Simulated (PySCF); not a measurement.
Geometries of 3 isomers of C4H6BF, from PySCF 2.14.0, PBE0-D3(BJ)/def2-SVP geometry optimisation, gas phase. One conformer each, no zero-point energy, no frequencies.

Question: Which isomer lies lowest at this level?
A.
```xyz
12
angstrom
C     -2.624   -0.116    0.943
C     -1.465   -0.209    0.342
C     -0.304   -0.302   -0.258
C      0.933   -0.919    0.330
B      2.186    0.022    0.379
F      3.217   -0.323    1.135
H     -2.875    0.749    1.568
H     -3.384   -0.899    0.841
H     -0.219    0.123   -1.267
H      1.258   -1.778   -0.295
H      0.741   -1.347    1.328
H      2.301    1.043   -0.265
```
B.
```xyz
12
angstrom
C      2.138    0.281   -0.908
C      0.911   -0.112   -0.536
C      0.107    0.640    0.410
C     -1.144    0.336    0.838
B     -1.974   -0.884    0.394
F     -3.207   -1.026    0.870
H      2.733   -0.294   -1.622
H      2.587    1.195   -0.506
H      0.483   -1.027   -0.955
H      0.590    1.549    0.796
H     -1.601    1.028    1.555
H     -1.591   -1.743   -0.370
```
C.
```xyz
12
angstrom
B      2.117    0.108    0.173
C      0.600    0.055    0.057
C     -0.388    0.935    0.358
F     -0.378    2.148    0.845
C     -1.556    0.108   -0.046
C     -0.465   -0.944   -0.413
H      2.644    1.097    0.627
H      2.804   -0.822   -0.182
H     -2.244   -0.172    0.768
H     -2.146    0.506   -0.887
H     -0.427   -1.194   -1.484
H     -0.522   -1.875    0.171
```

Answer: B. That is `C=C/C=C\BF`, 16.9 kcal/mol below the next.

| SMILES | atoms numbered as above | E (Eh) | relative (kcal/mol) | relative (kJ/mol) | dipole (D) |
| --- | --- | --- | --- | --- | --- |
| C=C/C=C\BF | [CH2:1]=[CH:2]/[CH:3]=[CH:4]\[BH:5][F:6] | -280.21795 | 0.0 | 0.0 | 2.31 |
| C=C=CCBF | [CH2:1]=[C:2]=[CH:3][CH2:4][BH:5][F:6] | -280.19099 | 16.9 | 70.8 | 0.80 |
| BC1=C(F)CC1 | [BH2:1][C:2]1=[C:3]([F:4])[CH2:5][CH2:6]1 | -280.13863 | 49.8 | 208.2 | 2.29 |

As drawn, the lowest has a B–F bond, which the highest lacks; the highest has a four-membered ring, which the lowest lacks.
